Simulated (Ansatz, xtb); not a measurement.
# Two structures of AlBCl2GeH4

We compare I, `[BH2][GeH2][Al]([Cl])[Cl]`, a singlet, with II, a singlet given by its coordinates. Both are isolated molecules in the gas phase, relaxed with PBE0-D3(BJ)/pcseg-1; the shapes shown needn't be the lowest conformers.

I (Å):

```xyz
9

Al    0.8245    1.6693    2.1812
B    -2.4558    2.0756    0.9160
Cl    2.9211    1.7344    2.1508
Cl   -0.0698    1.1978    4.0242
Ge   -0.5573    2.1173    0.1862
H    -3.0518    1.0381    0.9832
H    -2.9529    3.0722    1.3591
H    -0.2047    1.0094   -0.8221
H    -0.0752    3.4680   -0.3701
```

II (Å):

```xyz
9

Al    0.9852    2.0525    2.4064
B    -2.2522    1.3642    0.3724
Cl    1.7407    0.1037    2.3480
Cl    1.9003    3.4310    3.6924
Ge   -1.0185    2.7104    1.1338
H    -2.2851    0.2945    0.9091
H    -3.0590    1.7370   -0.4302
H    -0.9901    1.5144   -0.1665
H    -0.7636    4.0142    0.3443
```

Close contacts (Å): Al1–Cl3 2.09, Al1–Cl4 2.10, Al1–Ge5 2.46, B2–Ge5 1.98, B2–H6 1.20, B2–H7 1.20, B2–H8 1.38, Ge5–H8 1.77, Ge5–H9 1.55.

Question: Estimate which is lower in electronic energy at CCSD(T)/def2-SVP + ΔMP2/def2-TZVPP, and by roughly how much.

Answer: Too close to call at this level: CCSD(T)/def2-SVP + ΔMP2/def2-TZVPP gives E(II) − E(I) = +0.086 eV.

Level by level:

```json
{"level": "PBE0-D3(BJ)/pcseg-1", "geometry": "PBE0-D3(BJ)/pcseg-1", "E(II) − E(I) (eV)": "+0.078", "departure from the last row (eV)": "−0.008", "job, with rough time for the two": "optimisation, 97 s"}
{"level": "HF/def2-SVP", "geometry": "PBE0-D3(BJ)/pcseg-1", "E(II) − E(I) (eV)": "+0.527", "departure from the last row (eV)": "+0.442", "job, with rough time for the two": "part of the CCSD(T) run"}
{"level": "MP2/def2-SVP", "geometry": "PBE0-D3(BJ)/pcseg-1", "E(II) − E(I) (eV)": "+0.112", "departure from the last row (eV)": "+0.027", "job, with rough time for the two": "part of the CCSD(T) run"}
{"level": "CCSD(T)/def2-SVP", "geometry": "PBE0-D3(BJ)/pcseg-1", "E(II) − E(I) (eV)": "+0.128", "departure from the last row (eV)": "+0.043", "job, with rough time for the two": "single point"}
{"level": "CCSD(T)/def2-SVP + ΔMP2/def2-TZVPP", "geometry": "PBE0-D3(BJ)/pcseg-1", "E(II) − E(I) (eV)": "+0.086", "departure from the last row (eV)": "", "job, with rough time for the two": "single point, 34 s"}
```

The largest departure from CCSD(T)/def2-SVP + ΔMP2/def2-TZVPP is that of HF/def2-SVP, 0.442 eV. A small imaginary or near-zero mode remains, so no thermal terms are given. Levels run at GFN2-xTB geometries aren't shown. The last row adds to CCSD(T) the change of the MP2 difference between the two basis sets, here −0.043 eV.

The correlated steps freeze 25 core orbitals; the filled d shell of Ge is correlated, in a basis made for valence electrons. Codes used: Ansatz 0.2.0; the last row on 2 threads of Intel(R) Xeon(R) 6975P-C (Granite Rapids) on a shared host.
